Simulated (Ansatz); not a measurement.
Two structures of SiHCl4, doublet, reached by relaxing down either side of one saddle point (PBE0-D4/def2-TZVP). Energies are electronic, without zero-point energy. Computed with Ansatz 0.2.0 (basis: def2-TZVPP and def2-QZVPP); correlated methods freeze the cores; orbitals are unrestricted. Extrapolation: Hartree–Fock as exp(−7.88 √X), correlation as X^−2.97. First:

```tsv
atom	x (Å)	y (Å)	z (Å)
Cl1	-0.4565	0.1069	0.9913
Si2	0.4012	-0.0770	-0.8301
Cl3	1.6307	-1.6815	-0.8370
Cl4	-1.0362	-0.3235	-2.2299
Cl5	1.4667	1.5900	-1.2447
H6	-2.0059	0.3850	4.1504
```

Second:

```xyz
6
angstrom
Cl -1.1143 0.2282 2.3355
Si 0.4743 -0.0951 -0.9965
Cl 1.7196 -1.7142 -0.9991
Cl -0.9674 -0.3438 -2.4219
Cl 1.5512 1.5917 -1.4055
H -1.6635 0.3330 3.4875
```

Q: Which bonds change from the first to the second?

A: SiCl₄ ([Cl][Si]([Cl])([Cl])[Cl]) + H → SiCl₃ ([Cl][Si]([Cl])[Cl]) + HCl; bonds formed: Cl1–H6; bonds broken: Cl1–Si2.

Q: Give the saddle point's structure and its height above each. (An estimate is asked for; the value comes from the calculation.)

A: The calculation gives: 84.2 kJ/mol above the first and 67.9 kJ/mol above the second (CCSD(T) at an estimated basis limit (MP2 extrapolated from triple and quadruple zeta, plus CCSD(T) − MP2 in triple zeta)).
Cl1  (-0.685, 0.140, 1.438)
Si2  (0.292, -0.058, -0.610)
Cl3  (1.527, -1.670, -0.605)
Cl4  (-1.153, -0.304, -2.015)
Cl5  (1.358, 1.624, -1.006)
H6  (-1.339, 0.268, 2.798)
(Å)

T1 diagnostic: at most 0.014. ⟨S²⟩ of the unrestricted Hartree–Fock references: 0.75 to 0.80 (a pure state has 0.75). The unrestricted reference is spin-contaminated, which hurts MP2 most.

Radical steps of this kind take place in plasma deposition and etching.

Labels in which every atom is bracketed show which atoms are joined, not bond orders.

For scale, one of the runs: CCSD(T)/def2-TZVPP, 224 basis functions, launched by `ansatz run in.yaml --threads 8 --pin off --events-out ev --progress --plain --max-ram 19148MiB`. Hardware: 8 CPU threads of an Arm Neoverse V2, shared host. Wall time 3.5 min; peak host memory 8.4 GiB.
